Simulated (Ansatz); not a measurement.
Two members of one family (Series MnX2), computed with Ansatz in the gas phase. The two geometries come from different levels. HOMO and LUMO are taken over both spins. Binding counts from free atoms in the multiplicity of their measured ground term, without zero-point energy. The structures are stationary points that may keep the symmetry of their start. Remarks come from the PBE and PBE0 runs and from stability tests at other levels; not every state was tested.

First: MnBr2 (sextet, charge 0, B3LYP-D4/def2-TZVP geometry).

Cartesian coordinates in Å:
```
Mn -0.0019 -0.0002 0.0012
Br 1.0070 -1.4933 1.4903
Br -1.0051 1.4935 -1.4914
```

```json
{"level": "revPBE-D4/def2-TZVP", "HOMO (eV)": "-6.67", "LUMO (eV)": "-4.36", "gap (eV)": "2.32", "binding per atom (eV)": "2.52"}
{"level": "BLYP-D4/def2-TZVP", "HOMO (eV)": "-6.53", "LUMO (eV)": "-4.54", "gap (eV)": "1.99", "binding per atom (eV)": "2.43"}
{"level": "r2SCAN-D4/def2-TZVPD", "HOMO (eV)": "-7.17", "LUMO (eV)": "-3.80", "gap (eV)": "3.36", "binding per atom (eV)": "2.63"}
{"level": "B3LYP-D4/6-31G", "HOMO (eV)": "-7.88", "LUMO (eV)": "-3.90", "gap (eV)": "3.98", "binding per atom (eV)": "2.19"}
{"level": "HSE06-D4/def2-TZVP", "HOMO (eV)": "-7.75", "LUMO (eV)": "-3.39", "gap (eV)": "4.36", "binding per atom (eV)": "2.50"}
```

Metal–donor distances: 2 × Br 2.34 Å. Remarks: spin-contaminated (⟨S²⟩ up to 2.71) (doublet), spin-contaminated (⟨S²⟩ up to 4.74) (quartet).

Second: MnCl2 (sextet, charge 0, PBE-D4/def2-TZVP geometry).

```tsv
atom	x (Å)	y (Å)	z (Å)
Mn1	0.002	-0.003	0.004
Cl2	-1.902	-0.993	0.295
Cl3	1.900	0.996	-0.299
```

Problem. Estimate the same table for the second.

Solution. 
| level | HOMO (eV) | LUMO (eV) | gap (eV) | binding per atom (eV) |
| --- | --- | --- | --- | --- |
| revPBE-D4/def2-TZVP | -6.80 | -4.30 | 2.50 | 2.83 |
| BLYP-D4/def2-TZVP | -6.65 | -4.50 | 2.15 | 2.74 |
| r2SCAN-D4/def2-TZVPD | -7.38 | -3.73 | 3.66 | 2.93 |
| B3LYP-D4/6-31G | -8.25 | -3.89 | 4.36 | 2.47 |
| HSE06-D4/def2-TZVP | -8.11 | -3.33 | 4.78 | 2.80 |

Metal–donor distances: 2 × Cl 2.17 Å. Remarks: spin-contaminated (⟨S²⟩ up to 2.69) (doublet), spin-contaminated (⟨S²⟩ up to 4.72) (quartet).
